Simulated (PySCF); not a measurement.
# Correlation energy of V (vanadium, neutral)

[Ar] 3d5, high-spin 6S determinant (an excited configuration). All numbers are calculated (PySCF 2.14, the non-relativistic Hamiltonian (point nucleus), in dyall-av2z (16s12p7d2f, 101 functions)). Frozen: [Ar]; 5 electrons correlated; the 25 highest virtual orbitals of each spin left out.

```tsv
level	correlation energy (mhartree)
CCSD	-97.40
(T)	-5.69
CCSD(T)	-103.09
```

Diagnostics: T1 = 0.041, D1 = 0.0573, largest double amplitude 0.040.

T1 exceeds 0.03, a sign that the reference determinant is poor.

Cost of the coupled-cluster step: of the order of 8 core-seconds, for 5 correlated electrons.

Iterations:

```
CC2 = 0
CCSD nocc = (np.int64(5), np.int64(0)), nmo = (67, 67)
frozen orbitals [[0, 1, 2, 3, 4, 5, 6, 7, 8, 76, 77, 78, 79, 80, 81, 82, 83, 84, 85, 86, 87, 88, 89, 90, 91, 92, 93, 94, 95, 96, 97, 98, 99, 100], [0, 1, 2, 3, 4, 5, 6, 7, 8, 76, 77, 78, 79, 80, 81, 82, 83, 84, 85, 86, 87, 88, 89, 90, 91, 92, 93, 94, 95, 96, 97, 98, 99, 100]]
max_cycle = 100
direct = 0
conv_tol = 1e-08
conv_tol_normt = 1e-06
diis_space = 8
diis_start_cycle = 0
Init t2, MP2 energy = -0.0930800452619158
Init E_corr(UCCSD) = -0.0930800453921504
cycle = 1  E_corr(UCCSD) = -0.09360707690615  dE = -0.000527031514  norm(t1,t2) = 0.0969757
cycle = 2  E_corr(UCCSD) = -0.0971695792772592  dE = -0.00356250237  norm(t1,t2) = 0.0319415
cycle = 3  E_corr(UCCSD) = -0.0968134339172732  dE = 0.00035614536  norm(t1,t2) = 0.0283613
cycle = 4  E_corr(UCCSD) = -0.0974566412780071  dE = -0.000643207361  norm(t1,t2) = 0.0125147
cycle = 5  E_corr(UCCSD) = -0.097413016572177  dE = 4.36247058e-05  norm(t1,t2) = 0.00122828
cycle = 6  E_corr(UCCSD) = -0.0974004704470709  dE = 1.25461251e-05  norm(t1,t2) = 0.000685364
cycle = 7  E_corr(UCCSD) = -0.0973988686282706  dE = 1.6018188e-06  norm(t1,t2) = 0.000241442
cycle = 8  E_corr(UCCSD) = -0.0973984368665916  dE = 4.31761679e-07  norm(t1,t2) = 6.27038e-05
cycle = 9  E_corr(UCCSD) = -0.0973982046113989  dE = 2.32255193e-07  norm(t1,t2) = 1.82087e-05
cycle = 10  E_corr(UCCSD) = -0.0973981594747576  dE = 4.51366413e-08  norm(t1,t2) = 3.40548e-06
cycle = 11  E_corr(UCCSD) = -0.0973981508598538  dE = 8.61490376e-09  norm(t1,t2) = 1.15047e-06
cycle = 12  E_corr(UCCSD) = -0.0973981616132306  dE = -1.07533768e-08  norm(t1,t2) = 4.45276e-07
cycle = 13  E_corr(UCCSD) = -0.097398163692292  dE = -2.07906141e-09  norm(t1,t2) = 3.42584e-08
UCCSD converged
E(UCCSD) = -942.8508024176504  E_corr = -0.09739816369229203
UCCSD(T) correction = -0.00568899900231384
```
